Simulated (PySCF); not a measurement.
**Argon: a sound run and one with changed settings**

Sound run: Ar+ [Ne] 3s2 3p5, Ar(2+) [Ne] 3s2 3p4. Computed with PySCF 2.14 in aug-cc-pV(D+d)Z, with no relativity, point nucleus. In the sound run the correlated levels freeze [Ne]. The sound run starts from symmetry-adapted Hartree-Fock orbitals and uses a fine grid where one is needed.

A second run was set up differently.

| species | method | sound run (hartree) | changed run (hartree) | converged |
| --- | --- | --- | --- | --- |
| Ar+ | MP2 | -526.38484 | -526.34699 | yes |
| Ar+ | CCSD(T) | -526.40695 | -526.36101 | yes |
| Ar(2+) | MP2 | -525.38741 | -525.33986 | yes |
| Ar(2+) | CCSD(T) | -525.41144 | -525.35182 | yes |

Ionisation energy of Ar+:

```csv
method,sound run (eV),changed run (eV)
UHF,26.397,26.397
MP2,27.141,27.405
SCS-MP2,27.109,27.455
CCSD,27.074,27.448
CCSD(T),27.089,27.462
```

**Question.** What was changed?
A. a valence shell is frozen
B. level shift left on
C. all electrons correlated in a valence basis
D. minimal basis

**Answer.** A. Freezing a valence shell removes pair correlation that changes on ionisation.
